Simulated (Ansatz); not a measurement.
Input file for Ansatz (a program for electronic structure): U-PBE/def2-TZVPP on AsH (SMILES [AsH]), 2S+1 = 3, a spin state set in the input, which need not be the lowest.

Ansatz 0.2 input:
```yaml
crystal:
  periodic: [false, false, false]
  atoms:
    - {symbol: As, position_ang: [-0.00000000, -0.00000000, -0.04516228]}
    - {symbol: H, position_ang: [0.00000000, 0.00000000, 1.49035508]}
basis:
  gaussian:
    orbitals: def2-TZVPP
hamiltonian:
  xc: {name: PBE}
magnetization: {spin_polarized: true, initial_magnetization: 2}
```

It printed:

```
WARN ansatz: RAYON_NUM_THREADS=2 ignored (pool sized by the plan → 2); use --threads N
Functional definition: PBE
integrals: 0.01 GiB planned
432 factors; their error is unknown
mean field: 0.16 GiB planned
mean field evaluation 1: about -60846.3855 eV, gradient 1.1e1 eV
mean field evaluation 2: about -60846.5017 eV, gradient 9.6e0 eV
mean field evaluation 4: about -60846.8001 eV, gradient 2.4e-1 eV
mean field evaluation 8: about -60846.7964 eV, gradient 9.7e-3 eV
mean field -60846.79643837 eV, -2236.0785256702 hartree, gradient 3.1e-5 eV, S^2 2.004306; 0 other end points of the search recorded, 0 dependent functions left out
reference -60846.79646493 eV, -2236.0785266463 hartree; 18, 16 occupied and 44, 46 virtual orbitals, 432 factors
Total energy: -60846.79646493 eV, -2236.0785266463 hartree
```

The calculation finished and met its thresholds.

Cost: very roughly 0.8 core-seconds.
